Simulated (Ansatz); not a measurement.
System: C$_{6}$H$_{13}$O, charge 0, multiplicity 2. It need not be the lowest isomer of its formula. SMILES: C([CH]C)CCCO
Geometry from a B3LYP-D3(BJ)/def2-TZVP (Ansatz, a program for electronic structure) optimisation:
```
C
H 1 1.0943
H 1 1.0943 2 106.40
C 1 1.5264 2 109.73 3 -118.57
H 4 1.0938 1 110.11 2 179.28
H 4 1.0970 5 106.63 1 -118.51
C 4 1.5216 5 108.70 6 -117.49
H 7 1.0916 4 110.15 5 -62.66
H 7 1.0982 8 107.28 4 119.69
O 7 1.4242 8 105.37 9 117.95
H 10 0.9633 7 108.43 8 -179.68
C 1 1.5440 2 109.09 3 117.40
H 12 1.0940 1 108.35 2 179.63
H 12 1.0975 13 106.72 1 115.93
C 12 1.4876 13 110.22 14 119.07
H 15 1.0837 12 118.63 13 31.38
C 15 1.4860 16 118.61 12 -166.61
H 17 1.0916 15 111.94 16 -31.69
H 17 1.0948 18 108.23 15 123.10
H 17 1.1014 18 106.54 19 113.85
```
Charge 0, spin multiplicity 2.

Property: atomisation energy (electronic, to ground-state atoms), in kJ/mol. Valence correlation only, unless marked. Open shells are spin-unrestricted. Spin-orbit coupling is left out. Non-relativistic. The coupled-cluster limit lacks core correlation, which all-electron functionals hold. CBS(X,Y): correlation extrapolated as X^-3; Hartree-Fock from the larger set. The bracket is a focal-point correction in the basis named.

```
level                                                     program  atomisation energy (kJ/mol)
-------------------------------------------------  --------------  ---------------------------
HF/6-31G*                                                  Ansatz                       5877.3
BLYP-D3(BJ)/def2-TZVPD                             Ansatz + dftd3                       7834.1
B3LYP-D4/def2-TZVPD                                Ansatz + dftd4                       7869.8
PBE0-D3(BJ)/def2-TZVPD                             Ansatz + dftd3                       7929.9
BHLYP/def2-TZVPD                                           Ansatz                       7640.1
r2SCANh-D4/def2-TZVPD                              Ansatz + dftd4                       7862.3
B2GP-PLYP-D4/def2-TZVPD                            Ansatz + dftd4                       7768.0
MP2/STO-3G                                                 Ansatz                       7917.4
RI-MP2/CBS(cc-pVTZ,cc-pVQZ)+[CCSD(T)-MP2]/cc-pVDZ          Ansatz                       7877.8
RI-MP2/CBS(cc-pVTZ,cc-pVQZ)+[CCSD(T)-MP2]/cc-pVTZ          Ansatz                       7870.1
```
